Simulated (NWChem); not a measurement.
Molecule: H2SeS2; SMILES [Se](S)S

```xyz
5

Se     0.0000     0.0000     0.7962
S      1.7874    -0.1063    -0.5440
H      1.9680     1.2216    -0.7375
S     -1.7874     0.1063    -0.5440
H     -1.9680    -1.2216    -0.7375
```
Atoms are numbered in this order, from 1.

Computed with NWChem. All runs use the structure optimised with B3LYP/6-31G* (spherical d). GIAO values for the isolated, static molecule; σ is the absolute isotropic shielding, δ = σ(reference) − σ with the isolated reference molecule computed at the same levels (1H: tetramethylsilane). Spin-orbit effects, on the heavy nuclei and on their neighbours, are missing.

| level | σ Se1 (ppm) | σ S2 (ppm) | δ H3 (ppm) |
|---|---|---|---|
| BHandHLYP/pcSseg-1 | … | … | … |
| LDA (Slater exchange, VWN5)/pcSseg-1 | 659.0 | 403.1 | 4.73 |
| KT2/pcSseg-1 | 834.8 | 452.5 | 4.34 |
| PBE/pcSseg-1 | 741.9 | 421.1 | 4.35 |

Some entries are withheld; supply them.


- BHandHLYP/pcSseg-1, σ Se1 (ppm): 1002.4
- BHandHLYP/pcSseg-1, σ S2 (ppm): 464.1
- BHandHLYP/pcSseg-1, δ H3 (ppm): 4.12
